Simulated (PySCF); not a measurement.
Frontier levels across methods

Species: C2H5BN2.
Numbering: `[CH:1]#[C:2][B:3]([NH2:4])[NH2:5]` (hydrogens: H6 on C1; H7, H8 on N4; H9, H10 on N5)

Geometry (PBE0-D3(BJ)/def2-SVP, Å), atoms numbered from 1 in this order:
```xyz
10
C2H5BN2 angstrom
C      2.4502    0.2343    0.0475
C      1.2391    0.1187    0.0218
B     -0.3059   -0.0314   -0.0100
N     -1.0944    1.1372   -0.1077
N     -0.8567   -1.3311    0.0589
H      3.5202    0.3368    0.0703
H     -2.1039    1.1388   -0.1323
H     -0.6787    2.0550   -0.1536
H     -0.2732   -2.1506    0.1326
H     -1.8473   -1.5273    0.0523
```

Basis pcSseg-2 throughout (PySCF), one geometry. Isolated species at its PBE0-D3(BJ)/def2-SVP geometry, gas phase.

How do the orbital energies, the gap and the dipole change with the method?

```json
{"method": "BLYP", "kind": "GGA", "HOMO (eV)": "-5.61", "LUMO (eV)": "-0.65", "gap (eV)": "4.97", "μ (D)": "1.49", "SCF cycles": "15"}
{"method": "OPBE", "kind": "GGA", "HOMO (eV)": "-5.70", "LUMO (eV)": "-0.66", "gap (eV)": "5.03", "μ (D)": "1.53", "SCF cycles": "15"}
{"method": "B97-D", "kind": "GGA", "HOMO (eV)": "-5.72", "LUMO (eV)": "-0.67", "gap (eV)": "5.05", "μ (D)": "1.48", "SCF cycles": "15"}
{"method": "PBE", "kind": "GGA", "HOMO (eV)": "-5.74", "LUMO (eV)": "-0.79", "gap (eV)": "4.95", "μ (D)": "1.51", "SCF cycles": "14"}
{"method": "KT3", "kind": "GGA", "HOMO (eV)": "-5.81", "LUMO (eV)": "-0.74", "gap (eV)": "5.07", "μ (D)": "1.45", "SCF cycles": "14"}
{"method": "KT2", "kind": "GGA", "HOMO (eV)": "-5.81", "LUMO (eV)": "-0.80", "gap (eV)": "5.01", "μ (D)": "1.43", "SCF cycles": "14"}
{"method": "BP86", "kind": "GGA", "HOMO (eV)": "-5.85", "LUMO (eV)": "-0.87", "gap (eV)": "4.97", "μ (D)": "1.50", "SCF cycles": "14"}
{"method": "LDA", "kind": "LDA", "HOMO (eV)": "-5.91", "LUMO (eV)": "-1.02", "gap (eV)": "4.89", "μ (D)": "1.53", "SCF cycles": "14"}
{"method": "B97-2", "kind": "global hybrid", "HOMO (eV)": "-6.85", "LUMO (eV)": "0.12", "gap (eV)": "6.97", "μ (D)": "1.41", "SCF cycles": "14"}
{"method": "B3LYP", "kind": "global hybrid", "HOMO (eV)": "-6.88", "LUMO (eV)": "-0.07", "gap (eV)": "6.81", "μ (D)": "1.41", "SCF cycles": "14"}
{"method": "PBE0", "kind": "global hybrid", "HOMO (eV)": "-7.12", "LUMO (eV)": "0.14", "gap (eV)": "7.27", "μ (D)": "1.41", "SCF cycles": "14"}
{"method": "mPW1PW91", "kind": "global hybrid", "HOMO (eV)": "-7.15", "LUMO (eV)": "0.14", "gap (eV)": "7.29", "μ (D)": "1.41", "SCF cycles": "14"}
{"method": "BHandHLYP", "kind": "global hybrid", "HOMO (eV)": "-8.43", "LUMO (eV)": "1.01", "gap (eV)": "9.44", "μ (D)": "1.31", "SCF cycles": "13"}
{"method": "CAM-B3LYP", "kind": "range-separated hybrid", "HOMO (eV)": "-8.55", "LUMO (eV)": "1.16", "gap (eV)": "9.72", "μ (D)": "1.38", "SCF cycles": "13"}
{"method": "wB97X-D", "kind": "range-separated hybrid", "HOMO (eV)": "-9.03", "LUMO (eV)": "1.95", "gap (eV)": "10.98", "μ (D)": "1.40", "SCF cycles": "14"}
{"method": "LC-wPBE", "kind": "range-separated hybrid", "HOMO (eV)": "-9.96", "LUMO (eV)": "2.36", "gap (eV)": "12.32", "μ (D)": "1.37", "SCF cycles": "14"}
{"method": "HF", "kind": "Hartree–Fock", "HOMO (eV)": "-10.41", "LUMO (eV)": "2.65", "gap (eV)": "13.07", "μ (D)": "1.19", "SCF cycles": "11"}
```

The HOMO spans 4.80 eV, from BLYP down to HF, and the gap runs from 4.89 eV (LDA) to 13.07 eV (HF). Over the methods BLYP (0 %), OPBE (0 %), B97-D (0 %), PBE (0 %), KT3 (0 %), KT2 (0 %), BP86 (0 %), LDA (0 %), B97-2 (21 %), B3LYP (20 %), PBE0 (25 %), mPW1PW91 (25 %), BHandHLYP (50 %), HF (100 %), a straight line through the gap against the share of exact exchange rises by 0.83 eV for each 10 % (correlation coefficient 0.998). The dipole ranges from 1.19 D (HF) to 1.53 D (OPBE). This basis has no diffuse functions.
